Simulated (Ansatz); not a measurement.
Molecule: sum formula GeSiH3, charge -1, multiplicity 1. It need not be the lowest isomer of its formula. Whether it binds its extra electron was not tested at this geometry. SMILES: [SiH-]=[GeH2]
Structure (B3LYP-D3(BJ)/def2-TZVP (Ansatz, a first-principles code) minimum search):
```xyz
5

Si    -1.5899     0.1781    -0.0307
Ge     0.6489    -0.0324     0.0145
H     -1.7620    -1.3495    -0.1105
H      1.6035    -1.2785    -0.0234
H      1.6516     1.1711     0.0989
```
Charge -1, spin multiplicity 1.

Question: Give the harmonic wavenumbers at B3LYP-D3(BJ)/def2-TZVP (Ansatz, finite differences of forces, unscaled).

Answer: 275, 356, 417, 592, 675, 881, 1912, 1941, 1964 cm⁻¹. Zero-point energy 12.9 kcal/mol.

Question: From these and the geometry, give the ideal-gas thermochemistry at 298.15 K and 1 atm (rigid rotor, harmonic oscillator).

Answer: Point group Cs, rotational symmetry number 1. Rotational constants 94.79, 4.575, 4.365 GHz. S(trans) 39.83, S(rot) 22.66, S(vib) 4.56, S(elec, spin only) 0.00, S 67.0 cal/(mol K). H(298) - H(0) 3.28 kcal/mol; G - E(el) -3.8 kcal/mol.
